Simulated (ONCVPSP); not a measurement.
Before and after: ONCV potential for barium (Ba)

* Element: Ba
* Generator: ONCVPSP 4.0.1
* Type: optimised norm-conserving Vanderbilt (ONCV)
* Functional: PBE
* Relativity: scalar-relativistic
* Frozen core: [Kr] 4d10
* Valence charge: 10
* Reference configuration: 5s2 5p6 6s2
* Partial waves: 5s+6s: rc 2.80 bohr, ncon 4, nbas 8, qcut 4.2 1/bohr, 2 projectors; 5p: rc 2.55 bohr, ncon 3, nbas 7, qcut 6.7 1/bohr, 2 projectors, debl 2.2 Ha; d scattering state at 0.4 Ha: rc 2.50 bohr, ncon 4, nbas 8, qcut 4.6 1/bohr, 2 projectors, debl 3.1 Ha
* Local potential: polynomial inside 2.15 bohr (lpopt 5, dvloc0 0 Ha)
* Core correction: none

In the d channel the program set the typed energies aside and used 0.050, 3.150 Ha.

All-electron outer shells of the reference configuration (PBE, scalar-relativistic, ld1.x):

```json
{"shell": "5s", "level (eV)": "-33.67", "outermost node (bohr)": "0.80", "outermost maximum (bohr)": "1.47"}
{"shell": "5p", "level (eV)": "-18.74", "outermost node (bohr)": "0.86", "outermost maximum (bohr)": "1.67"}
{"shell": "6s", "level (eV)": "-3.23", "outermost node (bohr)": "1.97", "outermost maximum (bohr)": "4.16"}
```

Change: all radii scaled by about 0.79 (s 2.20, p 2.00, d 1.98 bohr); local potential polynomial inside 1.70 bohr (lpopt 5, dvloc0 0 Ha).

Cutoffs: the cutoffs (Ha) at which the residual kinetic energy of the hardest occupied pseudo-wave falls to 1 and 0.1 mHa per electron; they do not see the model core or the augmentation charge, which bear on the density cutoff. Errors are all-electron minus pseudo energies relative to the spin-unpolarised reference configuration.

Task: Predict the effect on cutoff, ghosts and configuration errors.

Result: The potential gets harder (12 Ha and 15 Ha → 14 Ha and 24 Ha); of the 4 tests that both files solve, the error grows in 1 and shrinks in 1 by more than 15 % and 0.3 meV (median size 1.8 → 0.7 meV); neither file shows a bound ghost. A smaller radius makes the pseudo-wave follow the all-electron one further in, where it bends more sharply, so more plane waves are needed.

| quantity | base | changed |
| --- | --- | --- |
| cutoff, loose | 12 Ha | 14 Ha |
| cutoff, tight | 15 Ha | 24 Ha |
| loose cutoff by channel | s 5.7 Ha, p 12 Ha | s 8.0 Ha, p 14 Ha |
| bound ghosts | none | none |
| GHOST(+) flags under 300 eV | s at 76.3 eV | s at 60.2 eV, p at 184.7 eV |
| error for 5s2 5p6 6s1, meV [ΔE 5.36 eV] | -0.7 | -0.5 |
| error for 5s2 5p6 6s0, meV [ΔE 15.34 eV] | -2.8 | -0.9 |
| error for 5s2 5p6 6s1.5, meV [ΔE 2.14 eV] | -0.3 | -0.2 |
| error for 5s2 5p5 6s2, meV [ΔE 23.28 eV] | -7.4 | -8.7 |

Changed file: The cutoffs count occupied waves only; projector 2 of the d channel, the hardest unoccupied one, needs 51 Ha at the loose tolerance.
